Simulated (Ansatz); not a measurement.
Start from `C[Si](C)(C)CBCl` and change one atom or group to get `C[Si](C)(C)[Al]([F])[F]`.

Ansatz, PBE0-D4/def2-TZVP geometries, multiplicity 1. Each molecule was computed in one conformer, which needn't be the lowest.

| property | `C[Si](C)(C)CBCl` |
| --- | --- |
| size of the dipole moment (B3LYP/def2-TZVPP) / D | 1.99 |
| HOMO–LUMO gap (B3LYP/def2-TZVPP) / eV | 6.68 |
| HOMO energy (PBE0/def2-TZVPP) / eV | -8.06 |
| LUMO energy (PBE0/def2-TZVPP) / eV | -0.97 |
| HOMO–LUMO gap (PBE/def2-TZVPP) / eV | 4.81 |
| vertical ionisation energy (CCSD(T)/CBS(def2)) / eV | 10.42 |

**Question.** Give the same properties after the change, and the shifts. (Best estimate.)

**Answer.** Computed: 
```
                                           property  `C[Si](C)(C)[Al]([F])[F]`  shift
   size of the dipole moment (B3LYP/def2-TZVPP) / D                       3.21   1.22
              HOMO–LUMO gap (B3LYP/def2-TZVPP) / eV                       6.21  -0.47
                 HOMO energy (PBE0/def2-TZVPP) / eV                      -7.66   0.40
                 LUMO energy (PBE0/def2-TZVPP) / eV                      -1.08  -0.11
                HOMO–LUMO gap (PBE/def2-TZVPP) / eV                       4.70  -0.11
vertical ionisation energy (CCSD(T)/CBS(def2)) / eV                       9.87  -0.55
```

With PBE0 the HOMO rises by 0.40 eV and the LUMO falls by 0.11 eV, so the gap narrows by about 0.51 eV. PBE moves the HOMO by 0.20 eV and ωB97M-V by 0.62 eV. Dipoles are sizes alone; their direction can turn.

B3LYP here is the variant with VWN-RPA as its local correlation; programs differ in this.
